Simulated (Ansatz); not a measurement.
Ideal-gas functions of C2H3BOS (`BC(=O)C=S`) at 500 K and 1 bar, from an Ansatz frequency run at PBE0-D4/def2-TZVP.

Molar mass 85.92 g/mol, point group C1 (symmetry number 1), electronic degeneracy 1, moments of inertia 34.879, 227.078, 236.078 u Å². Harmonic wavenumbers (cm⁻¹, unscaled): 70, 158, 227, 380, 461, 725, 800, 854, 874, 963, 1096, 1158, 1179, 1343, 1677, 2595, 2700, 3103.

Use S(trans) = R[1.5 ln M + 2.5 ln T − 1.1517]; rotational temperatures θ = 24.2544 K / I; S(rot) = R[ln(√π/σ · √(T³/θAθBθC)) + 1.5]; for each mode x = 1.438777 ν̃/T, S = R[x/(eˣ − 1) − ln(1 − e⁻ˣ)] and H = RT x/(eˣ − 1); 1 cm⁻¹ = 0.0119627 kJ/mol; R = 8.31446 J/(mol·K).

Problem. By hand: the entropy, in J/(mol·K).

Solution. Translation 175.1. Rotation: θ = 0.6954, 0.1068, 0.1027 K, giving 115.0. Vibration, mode by mode: 21.65, 14.94, 12.00, 7.97, 6.55, 3.56, 3.00, 2.66, 2.54, 2.08, 1.53, 1.33, 1.27, 0.86, 0.39, 0.04, 0.03, 0.01, in all 82.4. Electronic 0.0. Sum 372.5 J/(mol·K).

Problem. By hand: H − E and G − E in kJ/mol, counted from the electronic energy.

Solution. Zero-point energy ½ × 20363 × 0.0119627 = 121.8; thermal vibration 21.3; translation, rotation and pV give 4 RT = 16.6. H − E = 159.7 kJ/mol, and G − E = 159.7 − 500 × 372.5/1000 = -26.6 kJ/mol.

Vibration gives 22 % of the entropy, 21.7 J/(mol·K) of it from the mode under 150 cm⁻¹: soft modes count most, and the harmonic formula is weakest for them. The sum counts one conformer and one mirror image; others add a mixing term.
